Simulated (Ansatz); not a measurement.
`N[Si](F)(Cl)Cl` → H• + `[NH][Si](F)(Cl)Cl`•  (homolysis of the H–N bond)

Isolated molecules relaxed with PBE0-D4/def2-TZVP in Ansatz; ΔE leaves out vibrations. CCSD(T)/CBS adds triple-zeta CCSD(T) − MP2 to the extrapolated MP2 energy (def2 sets, frozen cores). This one scheme is used for every species, atoms too. Functionals use def2-TZVPP. No spin–orbit coupling; open shells (•) take unrestricted orbitals. Each species was taken in one conformer, which may not be the lowest.

`N[Si](F)(Cl)Cl`:

```xyz
7

N    -0.305    0.804    0.671
Si    0.182   -0.449   -0.332
F     1.056   -1.565    0.376
Cl   -1.454   -1.408   -1.048
Cl    1.342    0.297   -1.817
H    -1.109    0.733    1.271
H     0.287    1.588    0.879
```

`[NH][Si](F)(Cl)Cl`•:

Cartesian coordinates in Å:
```
N 0.308 -0.620 1.207
Si -0.065 0.065 -0.329
F -0.189 1.644 -0.340
Cl 1.416 -0.439 -1.605
Cl -1.844 -0.693 -0.915
H 0.374 0.043 1.982
```

```
           level  ΔE (kcal/mol)  difference from CCSD(T)/CBS
       revPBE-D4          115.3                         -7.9
      r2SCAN0-D4          117.3                         -5.9
         ωB97X-V          120.7                         -2.5
             PBE          117.2                         -6.0
            BLYP          115.7                         -7.5
          r2SCAN          116.7                         -6.5
           BHLYP          117.3                         -5.9
   CCSD/def2-SVP          116.5                         -6.7
CCSD(T)/def2-SVP          117.0                         -6.2
   HF/def2-TZVPP           91.9                        -31.3
     CCSD(T)/CBS          123.2                            0
```

Task: What do rigid-rotor, harmonic-oscillator terms from PBE0-D4/def2-TZVP frequencies (298.15 K, 1 bar) make of the CCSD(T)/CBS value? (Estimate.)

Result: Ansatz gave: ΔZPE = -8.5 kcal/mol, ΔH = +116.1 kcal/mol, ΔS = 128 J/(mol·K), ΔG = +107.0 kcal/mol. Open shells count their whole term as degenerate. Modes under 50 cm⁻¹ make the entropy rough.

Largest T1 diagnostic among the species: 0.012.

At CCSD(T), def2-SVP lies −6.3 kcal/mol from the extrapolated value and def2-TZVPP −2.8 kcal/mol: correlation converges slowly with the basis, and small sets miss more of it in the bonded molecule than in its fragments. Leaving LDA and LC-ωPBE aside and taking each functional with its dispersion term where it has one, the values, not all of them listed here, spread over 6.5 kcal/mol, from revPBE-D4 to ωB97M-V. LDA lies +15.9 kcal/mol from PBE without D4, its usual overbinding.
